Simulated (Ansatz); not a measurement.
System: 2-ethenylselanylpropane, C$_{5}$H$_{10}$Se, net charge 0, singlet state. 
Coordinates optimised at B3LYP-D3(BJ)/def2-TZVP (Ansatz, a program for electronic structure):
SMILES: C(=C)[Se]C(C)C
```xyz
16

C      2.7944     0.8236     0.1189
C      1.6425     0.3592     0.5865
Se     0.3174    -0.5026    -0.4775
C     -1.2688     0.0369     0.5985
C     -2.4649    -0.7559     0.0920
C     -1.4942     1.5389     0.5426
H      3.5394     1.2305     0.7917
H      3.0393     0.8058    -0.9357
H      1.4127     0.3930     1.6462
H     -1.0309    -0.2705     1.6182
H     -3.3521    -0.5043     0.6783
H     -2.2987    -1.8306     0.1695
H     -2.6803    -0.5166    -0.9518
H     -0.6212     2.0916     0.8895
H     -2.3438     1.8137     1.1757
H     -1.7109     1.8591    -0.4780
```
Charge 0, spin multiplicity 1.

Quantity: atomisation energy (electronic, to ground-state atoms), in eV. Cores are frozen in the correlated levels unless marked. Open shells are spin-unrestricted. No spin-orbit coupling. The frozen core is the preceding noble-gas configuration, with the filled d and f shells of earlier blocks. Non-relativistic. The coupled-cluster limit lacks core correlation, which all-electron functionals hold. CBS(X,Y): correlation extrapolated as X^-3; Hartree-Fock from the larger set.

```tsv
level	program	atomisation energy (eV)
BLYP/def2-TZVPD	Ansatz	63.56
PBE0-D3(BJ)/def2-TZVPD	Ansatz + dftd3	65.07
HSE06-D3(BJ)/def2-TZVPD	Ansatz + dftd3	65.05
HSE06-D4/def2-TZVPD	Ansatz + dftd4	65.08
CAM-B3LYP-D3(BJ)/def2-TZVPD	Ansatz + dftd3	64.67
wB97X-V/def2-TZVPD	Ansatz	___
SCS-MP2/cc-pVTZ	Ansatz	63.45
CCSD(T)/CBS(cc-pVTZ,cc-pVQZ)	Ansatz	64.46
```

Task: What belongs in the gaps?

Result: 
- wB97X-V/def2-TZVPD, atomisation energy (eV): 64.54
